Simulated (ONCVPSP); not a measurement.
## What one change does to a pseudopotential (lead (Pb), ONCV)

| Property | Result |
| --- | --- |
| Element | Pb |
| Generator | ONCVPSP 4.0.1 |
| Type | optimised norm-conserving Vanderbilt (ONCV) |
| Functional | PBEsol |
| Relativity | scalar-relativistic |
| Frozen core | [Xe] 4f14 5d10 |
| Valence charge | 4 |
| Reference configuration | 6s2 (charge +2) |
| Partial waves | 6s: rc 2.05 bohr, ncon 5, nbas 9, qcut 3 1/bohr, 2 projectors, debl 1.8 Ha; p scattering state at 0.03 Ha: rc 1.80 bohr, ncon 4, nbas 7, qcut 3.7 1/bohr, 1 projector |
| Local potential | polynomial inside 1.15 bohr (lpopt 5, dvloc0 4 Ha) |
| Core correction | none |

In the p channel the program set the typed energies aside and used 0.050 Ha.

All-electron outer shells of the reference configuration (PBEsol, scalar-relativistic, ld1.x):

| shell | level (eV) | outermost node (bohr) | outermost maximum (bohr) |
| --- | --- | --- | --- |
| 5d | -37.88 | 0.52 | 1.07 |
| 6s | -27.52 | 1.01 | 1.93 |

Change: local potential polynomial inside 1.15 bohr (lpopt 5, dvloc0 10 Ha).

Cutoffs: the cutoffs (Ha) at which the residual kinetic energy of the hardest occupied pseudo-wave falls to 1 and 0.1 mHa per electron; they do not see the model core or the augmentation charge, which bear on the density cutoff. Errors are all-electron minus pseudo energies relative to the spin-unpolarised reference configuration.

Task: Predict the effect on cutoff, ghosts and configuration errors.

Result: The potential gets neither clearly harder nor softer (19 Ha and 44 Ha → 19 Ha and 44 Ha); the bound ghosts move from p, s to s; the number of tests with a reliable result goes from 3 to 1; the range in which the p phases agree narrows (upper end 2.1 → 0.4). In the separable form a ghost depends on how the local part lies against the semilocal potential of the channel, so the choice of the local part can create or remove one.

| quantity | base | changed |
| --- | --- | --- |
| cutoff, loose | 19 Ha | 19 Ha |
| cutoff, tight | 44 Ha | 44 Ha |
| bound ghosts | s, p | s |
| GHOST(+) flags under 300 eV | none | none |
| tests with a reliable result | 3 of 4 | 1 of 4 |
| error for 6s1, meV [ΔE 32.48 eV] | +99 | +99 |
| s: phases at 2.08 bohr within 0.05 rad from the reference energy up to (Ha; the scan ends near 5) | 2.9 | 3.3 |
| p: phases at 1.83 bohr within 0.05 rad from the reference energy up to (Ha; the scan ends near 5) | 2.1 | 0.4 |

 A true bound ghost makes a file unfit for plane-wave use even where its test errors are small: the radial tests pick states by their node count and pass the ghost by.
